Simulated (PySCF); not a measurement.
C12H10O, SMILES C=Cc1cccc(-c2ccco2)c1 at its GFN2-xTB optimised geometry (Å):

```
23

C      3.7458    -1.6317     0.0007
C      2.7106    -0.8009     0.0005
C      1.2978    -1.1647     0.0001
C      0.8525    -2.4879     0.0001
C     -0.5003    -2.7720     0.0000
C     -1.4366    -1.7555     0.0000
C     -1.0182    -0.4239     0.0000
C     -1.9810     0.6613     0.0000
C     -3.3547     0.6613     0.0000
C     -3.7553     2.0150     0.0000
C     -2.6057     2.7437     0.0000
O     -1.5332     1.9399     0.0000
C      0.3471    -0.1473     0.0000
H      4.7577    -1.2641    -0.0001
H      3.6364    -2.7026    -0.0002
H      2.8970     0.2664     0.0002
H      1.5639    -3.2986     0.0001
H     -0.8302    -3.8009     0.0000
H     -2.4892    -1.9901    -0.0001
H     -4.0016    -0.1915     0.0000
H     -4.7577     2.3914     0.0000
H     -2.4266     3.8009     0.0000
H      0.6689     0.8840     0.0001
```

Calculation: PBE/def2-SVP in PySCF. Cells within 0.4 Å of a nucleus heavier than hydrogen are left out (blank, or x).

Map of the electrostatic potential (hartree/e), clipped to [-0.08, 0.12] on the plane z = 0.0 Å:

```
|111111111111111111111111111|
|111111222221111111111111111|
|111112222222111111111111111|
|111122223322211111111111111|
|112222235532211111111111111|
|122222359952211111111111111|
|222223499972111111111111111|
|223465799993001111111111111|
|22399999x999001111111111111|
|223999x999x9101222221111111|
|222499x999x9328632222111111|
|222249999999699943663211111|
|1222399x9xx9999957994211111|
|1222699999999xx999995222211|
|12236998699x999999x99684221|
|122236646999999xx9x99999321|
|1222233799xx99999999x998221|
|112222399999999997799953211|
|111222348899x9xx97599922111|
|111122223369999999599521111|
|111112222279995999344221111|
|111111222259942343222211111|
|111111112234422222222111111|
|111111111222222222211111111|
|111111111122211111111111111|
|111111111111111111111111111|
|111111111111111111111111111|
```
Scale: ten equal steps from -0.022 (start of '0') to 0.120 (end of '9'), in the order '0123456789'; x runs from -7.00 to 7.00, y from -7.00 (bottom) to 7.00 (top).
